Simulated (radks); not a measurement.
Question: The mean radii <r> (bohr) of the occupied orbitals of an atom or ion are listed with their occupations. Method: Dirac Kohn-Sham, relativistic LDA (MacDonald-Vosko exchange, VWN5 correlation), spin-unpolarised, spherical densities, finite nucleus; Fermi nuclear charge, rms radius of each element as measured or else 0.836 A^(1/3) + 0.57 fm; computed with a radial shooting solver on a logarithmic mesh with Libxc functionals.

| orbital | occ. | <r> |
|---|---|---|
| 1s1/2 | 2 | 0.02284 |
| 2s1/2 | 2 | 0.09673 |
| 2p1/2 | 2 | 0.08088 |
| 2p3/2 | 4 | 0.08745 |
| 3s1/2 | 2 | 0.2528 |
| 3p1/2 | 2 | 0.2419 |
| 3p3/2 | 4 | 0.2541 |
| 3d3/2 | 4 | 0.2249 |
| 3d5/2 | 6 | 0.2287 |
| 4s1/2 | 2 | 0.5268 |
| 4p1/2 | 2 | 0.5280 |
| 4p3/2 | 3 | 0.5467 |

Name the element and its charge. Open shells, if any, fill j = l - 1/2 first.

Answer: Z = 62, samarium, charge +27: Sm27+ in [Ar] 3d10 4s2 4p5. The 1s radius gives Z: for a bare nucleus <r> = (2 gamma + 1)/(2Z) with gamma = sqrt(1 - (Z/c)^2), 0.02245 bohr for Z = 62, and screening makes it slightly larger (0.02284 here). The occupations add up to 35, and the charge is Z minus that.
